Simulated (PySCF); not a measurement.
# Radial density of Pt (platinum, neutral)

MN15, [Xe] 4f14 5d9 6p1, one real determinant (an excited configuration). All numbers are calculated (PySCF 2.14, scalar relativity by spin-free X2C-1e, in x2c-TZVPPall).

| r (bohr) | 4πr²ρ (e/bohr) | 4πr²(ρα − ρβ) |
| --- | --- | --- |
| 0.0135 | 107.5 | 0.0006 |
| 0.0227 | 94.80 | 0.0022 |
| 0.0381 | 127.7 | 0.0083 |
| 0.0641 | 137.3 | 0.0335 |
| 0.108 | 116.4 | 0.0717 |
| 0.181 | 118.6 | 0.0024 |
| 0.305 | 76.00 | 0.1233 |
| 0.513 | 63.64 | 0.0198 |
| 0.864 | 22.27 | 0.3805 |
| 1.45 | 10.18 | 0.6767 |
| 2.44 | 2.125 | 0.4001 |
| 4.11 | 0.4050 | 0.2721 |
| 6.91 | 0.05577 | 0.0548 |
| 11.6 | 0.0002058 | 0.0002 |

Densities and radii are taken from the X2C orbitals without a picture-change correction, which distorts them close to the nucleus.

⟨L²⟩ = 8.22 against 12 for a pure F term, so this real determinant mixes terms. Spin-orbit coupling, absent here, splits the open shell strongly.
